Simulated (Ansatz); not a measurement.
`C[S][Ti]([F])([F])[F]` + CH₃NH₂ → `C[NH][Ti]([F])([F])[F]` + CH₃SH at 298.15 K and 1 bar (ligand exchange at a Ti–S bond).

Computed with Ansatz on PBE0-D4/def2-TZVP structures; ΔE is electronic, products minus reactants. CCSD(T)/CBS is the MP2 limit (def2-TZVPP, def2-QZVPP) plus CCSD(T) − MP2 in def2-TZVPP, frozen cores. This one scheme is used for every species. For Ti outer-core shells are correlated without core-valence functions, which leaves a few kJ/mol of doubt a bond. Scalar relativity is left out up to krypton. Each species was taken in one conformer, which may not be the lowest.

| species | CCSD(T)/CBS energy (Eh) | H − E (kJ/mol) | S (J/(mol·K)) |
| --- | --- | --- | --- |
| `C[S][Ti]([F])([F])[F]` | -1586.17720 | 146.7 | 403.7 |
| CH₃NH₂ | -95.75281 | 180.0 | 240.4 |
| `C[NH][Ti]([F])([F])[F]` | -1243.69977 | 184.1 | 386.6 |
| CH₃SH | -438.22835 | 133.0 | 253.2 |

H − E and S are ideal-gas, rigid-rotor, harmonic terms from PBE0-D4/def2-TZVP, for one conformer and one mirror image of each species. 1 Eh = 2625.50 kJ/mol, R = 8.31446 J/(mol·K).

Q: By hand: ΔE, ΔH, ΔS and ΔG.

A: ΔE = (-1243.69977) + (-438.22835) − (-1586.17720) − (-95.75281) = 0.00189 Eh = 5.0 kJ/mol. Δ(H − E) = 184.1 + 133.0 − 146.7 − 180.0 = -9.6, so ΔH = -4.6 kJ/mol. ΔS = 386.6 + 253.2 − 403.7 − 240.4 = -4.3 J/(mol·K). ΔG = -4.6 − 298.15 × (-4.3)/1000 = -3.3 kJ/mol.

Q: By hand: the equilibrium constant, and the temperature at which ΔG would vanish if ΔH and ΔS stayed fixed.

A: log₁₀ K = −ΔG/(RT ln 10) = 0.6. ΔG = 0 at ΔH/ΔS = 1070 K, though so small a ΔH makes that figure unsure.

The number of gas molecules stays the same, so ΔS is small and ΔH decides. The sign of ΔG lies within the doubt. A doubt of 5 kJ/mol in ΔE shifts log₁₀ K by 0.9 here. Other conformers and mirror images would add mixing entropy, several J/(mol·K) or more a flexible species. Modes under 60 cm⁻¹, often nearly free rotors, make the harmonic entropy too high. These are equilibria of isolated gas molecules and say nothing of rates. Largest T1 diagnostic: 0.024 (customary marks: 0.02 for closed shells, 0.045 for open ones).
